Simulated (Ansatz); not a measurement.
`C#C[SiH2]S[SiH3]` → 2 C• + 6 H• + S• + 2 Si•  (atomization)

Calculated with Ansatz (gas phase, PBE0-D4/def2-TZVP geometries, no zero-point term in ΔE). CCSD(T)/CBS adds triple-zeta CCSD(T) − MP2 to the extrapolated MP2 energy (def2 sets, frozen cores). This one scheme is used for every species, atoms too. DFT in def2-TZVPP. B3LYP here is the variant with VWN-RPA as its local correlation; programs differ in this. Open shells (•) are unrestricted, without spin–orbit coupling. Spin–orbit coupling would lower the free atoms: a little for C, S, Si. One conformer a species, not always the lowest.

```csv
level,ΔE (kJ/mol),difference from CCSD(T)/CBS
PBE0-D4,3882.1,-18.1
r2SCAN,3894.8,-5.4
PBE0,3855.3,-44.9
B3LYP,3835.0,-65.2
MP2/def2-TZVPP,3843.5,-56.7
SCS-MP2/def2-TZVPP,3840.4,-59.8
CCSD(T)/def2-TZVPP,3788.4,-111.8
HF/CBS(def2),2897.0,-1003.2
MP2/CBS(def2),3955.4,55.2
CCSD/CBS(def2),3838.0,-62.2
CCSD(T)/CBS,3900.2,0
```

Largest T1 diagnostic among the species: 0.012.

From PBE to PBE0 (25 % exact exchange), in def2-TZVPP and without D4, ΔE moves by −41.3 kJ/mol: exact exchange takes away binding that semilocal exchange gives to molecules. The D4 term adds +50.6 kJ/mol with B3LYP and +26.8 kJ/mol with PBE0; it sums over pairs of atoms, weighted by their polarisabilities, and B3LYP, whose exchange is more repulsive, gets the larger term. In def2-TZVPP, CCSD(T) changes the Hartree–Fock value by +898.1 kJ/mol (the triples alone add +62.2 kJ/mol) and MP2 by +953.3 kJ/mol; breaking electron pairs costs correlation energy, which Hartree–Fock lacks.

For atomizations the MP2-based limit and the directly extrapolated one differ by several kJ/mol either way, and by 10 to 25 for some Ge, Se and Sn compounds, so smaller differences from it don't rank the levels.
